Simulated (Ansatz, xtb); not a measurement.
Relaxing a trial structure of C2H5Zn

The starting geometry of this gas-phase doublet has its atoms placed at random.

```xyz
8

C    -0.4972    0.0472    1.9979
C     1.1563    1.1565    1.2516
Zn    0.7153   -0.0327   -0.1214
H     2.0584    1.0400    0.6784
H     0.1391    2.1286    1.1582
H     0.7574   -1.4729   -0.9465
H    -1.0174   -0.8226   -0.9777
H     0.6414    0.1975   -1.6422
```

Question: One run relaxed it with r2SCAN-D4/def2-SVP. What is a likely outcome?

Answer: It loosens into C2H3Zn + H2, which stay close as a complex. Contacts that open: C2–Zn3 (1.87 → 3.19 Å), Zn3–H4 (1.90 → 3.90 Å), Zn3–H6 (1.66 → 2.61 Å). Contacts that close: C1–C2 (2.13 → 1.32 Å), C1–Zn3 (2.44 → 1.87 Å), C2–H5 (1.41 → 1.11 Å), H6–H7 (1.89 → 0.76 Å).

The energy falls by 11.10 eV over 33 steps:

```json
{"step": "1", "E − E(last) (eV)": "11.103"}
{"step": "5", "E − E(last) (eV)": "5.086"}
{"step": "8", "E − E(last) (eV)": "3.758"}
{"step": "12", "E − E(last) (eV)": "1.452"}
{"step": "15", "E − E(last) (eV)": "0.803"}
{"step": "19", "E − E(last) (eV)": "0.156"}
{"step": "22", "E − E(last) (eV)": "0.014"}
{"step": "26", "E − E(last) (eV)": "0.002"}
{"step": "29", "E − E(last) (eV)": "0.000"}
{"step": "33", "E − E(last) (eV)": "0.000"}
```

Final geometry (Å):

```tsv
atom	x (Å)	y (Å)	z (Å)
C	0.8078	0.9793	0.4137
C	1.0313	1.3599	1.6526
Zn	0.4893	0.4375	-1.3510
H	1.9803	1.1510	2.1794
H	0.2858	1.9164	2.2498
H	-0.3714	-1.6948	-0.1250
H	-0.5365	-1.9919	-0.8060
H	0.2667	0.0842	-2.8154
```

From the same start GFN2-xTB ends elsewhere, differing in C1–H6 (1.08 against 2.97 Å here), Zn3–H7 (1.55 against 2.69 Å here), H6–H7 (3.52 against 0.76 Å here).

From so rough a start the end depends on the optimiser's path, so another program may land elsewhere. The end wasn't checked by frequencies. Open shells are spin-unrestricted. Run with Ansatz 0.2.0, 71 s on 2 threads of AMD EPYC 9R45 96-Core Processor (Zen 5), on a shared host.
